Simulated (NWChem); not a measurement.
Molecule: YCl3; SMILES [Cl][Y]([Cl])[Cl]

def2 effective core potentials on Y; no spin-orbit coupling.

Give the equilibrium geometry at PBE0/def2-SVP with def2 effective core potentials on Y (NWChem) as a list of bonds and angles, with the point group.

point group D3h; any orientation.
Bonded distances (Å): Y1–Cl2 2.437, Y1–Cl3 2.437, Y1–Cl4 2.437. Angles (°): Cl2–Y1–Cl3 120.0, Cl2–Y1–Cl4 120.0, Cl3–Y1–Cl4 120.0.
